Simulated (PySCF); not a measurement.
C7H14N2Si.
Numbering: `[CH:1]#[C:2][C@@H:3]1[CH2:4][NH:5][SiH2:6][N:7]1[CH2:8][CH2:9][CH3:10]`

Structure used (GFN2-xTB), in Å, numbered top down from 1:
```
atom  x, y, z in Å
C1    -1.451    1.661    2.404
C2    -1.392    1.116    1.341
C3    -1.290    0.432    0.063
C4    -2.612   -0.267   -0.292
N5    -2.269   -1.306   -1.236
Si6   -0.685   -1.919   -0.952
N7    -0.279   -0.613    0.085
C8     1.051   -0.243    0.481
C9     1.801    0.602   -0.555
C10    3.229    0.887   -0.112
H11   -1.519    2.150    3.330
H12   -1.061    1.182   -0.713
H13   -3.317    0.442   -0.738
H14   -3.064   -0.672    0.625
H15   -3.046   -1.890   -1.495
H16   -0.039   -2.012   -2.266
H17   -0.515   -3.153   -0.177
H18    1.004    0.306    1.429
H19    1.604   -1.171    0.650
H20    1.273    1.547   -0.702
H21    1.804    0.065   -1.506
H22    3.751    1.485   -0.857
H23    3.778   -0.042    0.029
H24    3.233    1.433    0.829
```

NICS is the negative of the GIAO shielding at a point without a nucleus: at the ring centre (0) and 1 Å above and below it (1); zz is the component along the ring normal. Level: GIAO PBE0/pcSseg-1 (PySCF, non-relativistic, gas phase) on the GFN2-xTB geometry, one conformer.

Ring bond lengths (Å), with Mayer bond orders in brackets: C3–C4 1.537 (1.04), C4–N5 1.445 (0.97), N5–Si6 1.722 (0.99), Si6–N7 1.716 (0.94), N7–C3 1.454 (0.97).

Question: What do the NICS probes read (ppm)?

Answer: 
```
           ring                                                      type  NICS(0)  NICS(1), two faces  NICS(1)zz, two faces  rms pucker (Å)  centre to ring atoms, mean (Å)
C3–C4–N5–Si6–N7  5-membered ring with 2 N and Si; formal bonds all single     -8.0         -2.6 / -3.4           -1.8 / -2.3            0.15                            1.32
```

Question: What do they say, and how far can they be read as aromaticity?

Answer: 
- C3–C4–N5–Si6–N7: mean NICS(1)zz -2.1 ppm, near zero. C3, C4, Si6 have four or more neighbours, so the value isn't read as a sign of a π ring current.

Question: At the second NICS(1) probe listed for ring C3–C4–N5–Si6–N7, 1 Å off the ring, what do the in-plane components average?

Answer: The isotropic value is a third of the trace: (3 × -3.4 − (-2.3))/2 = -3.9 ppm.

Question: How shielded are the nuclei of the rings and their hydrogens (means over atoms taken as equivalent)?

Answer: 
| atoms | environment | σ isotropic (ppm) |
| --- | --- | --- |
| C3 | sp3 carbon bound to nitrogen | 136.9 |
| C4 | sp3 carbon bound to nitrogen | 131.2 |
| N5 | silicon-bound nitrogen | 246.7 |
| Si6 | SiH2 silicon | 376.3 |
| N7 | silicon-bound nitrogen | 223.2 |
| H12 | methine hydrogen | 27.51 |
| H13 | methylene hydrogen | 28.00 |
| H14 | methylene hydrogen | 28.25 |
| H15 | N–H hydrogen | 31.90 |
| H16 | Si–H hydrogen | 26.43 |
| H17 | Si–H hydrogen | 26.43 |

The run took 77 s wall (with the writing of density and orbital grids) on one thread, Arm Neoverse V1 (aarch64), no GPU, shared host, and the process peaked at 1.1 GiB of memory. This is the whole shielding run at PBE0/pcSseg-1, SCF included.
